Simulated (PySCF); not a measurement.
Which functional comes closest?

Molecule: SMILES CSc1ccccn1, C$_{6}$H$_{7}$NS.

Bonds (- single, = double, # triple, : aromatic): C1-S2 1.799 Å, S2-C3 1.761 Å, C3:C4 1.407 Å, C4:C5 1.385 Å, C5:C6 1.398 Å, C6:C7 1.390 Å, C7:N8 1.333 Å, N8:C3 1.327 Å. C1 carries H9, H10, H11; C4 carries H12; C5 carries H13; C6 carries H14; C7 carries H15.

Geometry PBE0-D3(BJ)/def2-SVP throughout; GIAO in PySCF 2.14.0 with density-fitted response routines, gas phase, one conformer, non-relativistic; equivalent atoms averaged; basis pcSseg-1.

Reference values (estimated from measurements, as parent shift plus tabulated substituent increments; solution, not stated per compound (mostly CDCl3 or CCl4); Pretsch, Buehlmann, Badertscher, Structure Determination of Organic Compounds, 4th ed. (2009)): δ(C3) = 160.0 ppm, δ(C4) = 119.1 ppm, δ(C5) = 135.9 ppm, δ(C6) = 121.5 ppm, δ(C7) = 149.3 ppm. Computed shifts are taken against TMS, calculated as an isolated molecule at each level.

Q: How do the functionals PBE, BLYP, KT2, KT3, B97-D, PBE0, WP04, B97-2, CAM-B3LYP perform against the reference? Times are CPU seconds on shared hosts with different chips, so compare them loosely; the GGAs took longer than the global hybrids here, which isn't the general rule, and the cause wasn't traced.

A: 
```
functional                    kind     C3     C4     C5     C6     C7  mean abs. error C  core-s
       PBE                     GGA  165.8  124.5  136.5  120.3  152.0                3.1      36
      BLYP                     GGA  168.3  125.1  137.3  120.9  152.8                4.0      33
       KT2                     GGA  156.7  117.3  128.3  112.7  143.5                5.5      37
       KT3                     GGA  154.8  116.0  126.9  111.6  141.9                6.9      27
     B97-D                     GGA  162.1  120.6  132.7  116.4  147.9                2.7      37
      PBE0           global hybrid  168.2  126.5  140.6  122.5  155.0                5.4      22
      WP04           global hybrid  171.8  126.4  140.0  122.4  154.9                5.9      26
     B97-2           global hybrid  165.0  123.6  137.3  119.6  151.7                3.0      20
 CAM-B3LYP  range-separated hybrid  173.4  129.4  145.1  125.8  158.8                9.3      33
```

For 13C the closest is B97-D (2.7 ppm) and the furthest CAM-B3LYP (9.3 ppm). One molecule is a small sample, and vibrational and solvent effects are absent from the calculation.
